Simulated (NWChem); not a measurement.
System: SiH₃SF; SMILES F[SiH2]S

```xyz
6

Si    -0.6439     0.5765    -0.0969
F      0.7289     1.3390     0.3165
S     -0.3241    -1.4960    -0.4493
H     -1.5978     0.7892     1.0225
H     -1.1231     1.1342    -1.3861
H     -0.1824    -1.8119     0.8571
```
Atoms are numbered in this order, from 1.

Level: PBE0/def2-SVP (NWChem), optimised geometry, unscaled harmonic frequencies. 

List the harmonic frequencies with IR intensities, and the thermochemistry.


```json
[
 {"frequency (cm⁻¹)": "204", "IR intensity (km/mol)": "12.5"},
 {"frequency (cm⁻¹)": "253", "IR intensity (km/mol)": "24.2"},
 {"frequency (cm⁻¹)": "517", "IR intensity (km/mol)": "48.5"},
 {"frequency (cm⁻¹)": "534", "IR intensity (km/mol)": "37.6"},
 {"frequency (cm⁻¹)": "747", "IR intensity (km/mol)": "26.9"},
 {"frequency (cm⁻¹)": "805", "IR intensity (km/mol)": "11.5"},
 {"frequency (cm⁻¹)": "873", "IR intensity (km/mol)": "20.6"},
 {"frequency (cm⁻¹)": "922", "IR intensity (km/mol)": "242.7"},
 {"frequency (cm⁻¹)": "950", "IR intensity (km/mol)": "179.8"},
 {"frequency (cm⁻¹)": "2273", "IR intensity (km/mol)": "81.6"},
 {"frequency (cm⁻¹)": "2293", "IR intensity (km/mol)": "107.1"},
 {"frequency (cm⁻¹)": "2715", "IR intensity (km/mol)": "0.6"}
]
```

```json
{
 "zero_point_energy": "18.7 kcal/mol",
 "thermal correction to the enthalpy at 298.15 K (with zero-point energy)": "22.2 kcal/mol",
 "heat capacity Cv": "14.8 cal/(mol K)",
 "entropy at 298.15 K and 1 atm (symmetry number 1)": "69.7 cal/(mol K)",
 "dipole_moment": "1.39 D"
}
```

Rigid rotor and harmonic oscillator.
